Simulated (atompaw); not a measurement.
## lead (Pb) PAW (atompaw): all-electron and pseudo phase curves

atompaw 4.2.0.5 input, output lines left out:

```
Pb 82
GGA-PBESOL scalarrelativistic loggrid 2001 logderivrange -4 5 226
6 6 5 4 0 0
6 1 2
0 0 0
c
c
c
c
c
v
c
c
c
c
v
c
c
v
c
2
2.15 2.00 2.15 1.35
y
2.45
n
y
0.25
n
y
-0.9
n
custom rrkj vanderbiltortho gaussian
3 0.5 ultrasoft
2.15
1.95
2.15
2.15
2.15
1.95
```

The phase is arctan(r·u′/u) with u = r·R(r), unwrapped; energies in Ry, scanned from -4 to 5 Ry. A pole is an energy at which the radial function vanishes at the test radius. The pseudo phase is shifted by a multiple of π to meet the all-electron one at the reference energy, and phase errors are pseudo minus all-electron; the curves can meet again beyond the range given. Levels narrower than the energy grid can be missing from the lists of poles.

```json
{"channel": "s", "radius (bohr)": "2.16", "reference energy (Ry)": "-0.89", "poles, all-electron": "2.36", "poles, pseudo": "2.36", "unbroken range about the reference energy with phases within 0.05 rad": "the whole range", "phase error 1 Ry above the reference energy (rad)": "-0.000"}
{"channel": "p", "radius (bohr)": "2.16", "reference energy (Ry)": "-0.26", "poles, all-electron": "4.87", "poles, pseudo": "none", "unbroken range about the reference energy with phases within 0.05 rad": "the whole range", "phase error 1 Ry above the reference energy (rad)": "+0.001"}
{"channel": "d", "radius (bohr)": "2.16", "reference energy (Ry)": "-1.56", "poles, all-electron": "-1.07", "poles, pseudo": "-1.07", "unbroken range about the reference energy with phases within 0.05 rad": "below 2.6", "phase error 1 Ry above the reference energy (rad)": "-0.000"}
```

Phases in the p channel:

```json
{"E (Ry)": "-4.00", "all-electron": "1.326", "pseudo": "1.317"}
{"E (Ry)": "-3.52", "all-electron": "1.304", "pseudo": "1.297"}
{"E (Ry)": "-3.04", "all-electron": "1.277", "pseudo": "1.272"}
{"E (Ry)": "-2.56", "all-electron": "1.243", "pseudo": "1.240"}
{"E (Ry)": "-2.08", "all-electron": "1.199", "pseudo": "1.196"}
{"E (Ry)": "-1.60", "all-electron": "1.137", "pseudo": "1.135"}
{"E (Ry)": "-1.12", "all-electron": "1.044", "pseudo": "1.043"}
{"E (Ry)": "-0.64", "all-electron": "0.891", "pseudo": "0.890"}
{"E (Ry)": "-0.16", "all-electron": "0.608", "pseudo": "0.608"}
{"E (Ry)": "0.32", "all-electron": "0.080", "pseudo": "0.080"}
{"E (Ry)": "0.80", "all-electron": "-0.567", "pseudo": "-0.566"}
{"E (Ry)": "1.28", "all-electron": "-0.982", "pseudo": "-0.978"}
{"E (Ry)": "1.76", "all-electron": "-1.198", "pseudo": "-1.194"}
{"E (Ry)": "2.24", "all-electron": "-1.322", "pseudo": "-1.316"}
{"E (Ry)": "2.72", "all-electron": "-1.401", "pseudo": "-1.394"}
{"E (Ry)": "3.20", "all-electron": "-1.457", "pseudo": "-1.448"}
{"E (Ry)": "3.68", "all-electron": "-1.498", "pseudo": "-1.488"}
{"E (Ry)": "4.16", "all-electron": "-1.531", "pseudo": "-1.520"}
{"E (Ry)": "4.64", "all-electron": "-1.559", "pseudo": "-1.546"}
```
